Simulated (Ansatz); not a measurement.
Isomers of CH7BGeS, relaxed with PBE0-D4/def2-TZVP in Ansatz; electronic energies, one conformer each and not always the lowest. Functionals use def2-TZVPP; CBS adds triple-zeta CCSD(T) − MP2 to the MP2 limit of def2-TZVPP and def2-QZVPP.

Outer-core shells of Ge are correlated without core-valence functions. Scalar relativity is left out up to krypton. Spin–orbit coupling is left out.

(1) Order them by energy at frozen-core CCSD(T)/CBS, lowest first. (Best estimate.)
A. `CB[S][GeH3]`
B. `CS[BH][GeH3]`
C. `BS[CH2][GeH3]`

(2) How do B2PLYP, r2SCAN-D4, PBE0-D4, B3LYP place them (kJ/mol, against `CB[S][GeH3]`)? (Estimate.)

Results:

(1) A (0.0 kJ/mol), B (91.0 kJ/mol), C (107.3 kJ/mol).

(2) Ansatz gave: 
| isomer | B2PLYP | r2SCAN-D4 | PBE0-D4 | B3LYP |
| --- | --- | --- | --- | --- |
| `BS[CH2][GeH3]` | 112.2 | 115.5 | 114.2 | 114.1 |
| `CS[BH][GeH3]` | 94.9 | 93.9 | 92.0 | 92.9 |

B3LYP here is the variant with VWN-RPA as its local correlation; programs differ in this.
